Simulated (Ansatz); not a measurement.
`[SnH3][CH2][SnH3]` + `C[SiH2]F` → `C[SiH2][SnH3]` + `F[CH2][SnH3]` at 600 K and 1 bar (redistribution).

Calculated with Ansatz (gas phase, PBE0-D4/def2-TZVP geometries, no zero-point term in ΔE). CBS: MP2 limit from def2 TZ/QZ plus the TZ coupled-cluster correction, frozen cores. def2 core potentials past Kr. For Sn outer-core shells are correlated without core-valence functions, which leaves a few kJ/mol of doubt a bond.

```json
{"species": "`[SnH3][CH2][SnH3]`", "CCSD(T)/CBS energy (Eh)": "-470.86997", "H − E (kJ/mol)": "242.4", "S (J/(mol·K))": "484.4"}
{"species": "`C[SiH2]F`", "CCSD(T)/CBS energy (Eh)": "-430.00374", "H − E (kJ/mol)": "191.4", "S (J/(mol·K))": "351.0"}
{"species": "`C[SiH2][SnH3]`", "CCSD(T)/CBS energy (Eh)": "-545.95955", "H − E (kJ/mol)": "257.9", "S (J/(mol·K))": "452.1"}
{"species": "`F[CH2][SnH3]`", "CCSD(T)/CBS energy (Eh)": "-354.83026", "H − E (kJ/mol)": "177.3", "S (J/(mol·K))": "388.5"}
```

H − E and S are ideal-gas, rigid-rotor, harmonic terms from PBE0-D4/def2-TZVP. 1 Eh = 2625.50 kJ/mol, R = 8.31446 J/(mol·K).

Problem. By hand: ΔE, ΔH, ΔS and ΔG.

Solution. ΔE = (-545.95955) + (-354.83026) − (-470.86997) − (-430.00374) = 0.08390 Eh = 220.3 kJ/mol. Δ(H − E) = 257.9 + 177.3 − 242.4 − 191.4 = 1.4, so ΔH = 221.7 kJ/mol. ΔS = 452.1 + 388.5 − 484.4 − 351.0 = 5.2 J/(mol·K). ΔG = 221.7 − 600 × (5.2)/1000 = 218.6 kJ/mol.

Problem. By hand: the equilibrium constant, and the temperature at which ΔG would vanish if ΔH and ΔS stayed fixed.

Solution. log₁₀ K = −ΔG/(RT ln 10) = -19.0. ΔG = 0 at ΔH/ΔS = 42635 K, far beyond where these terms or the molecules hold.

The number of gas molecules stays the same, so ΔS is small and ΔH decides. A doubt of 5 kJ/mol in ΔE shifts log₁₀ K by 0.4 here. Modes under 60 cm⁻¹, often nearly free rotors, make the harmonic entropy too high. These are equilibria of isolated gas molecules and say nothing of rates. Largest T1 diagnostic: 0.013 (customary marks: 0.02 for closed shells, 0.045 for open ones).
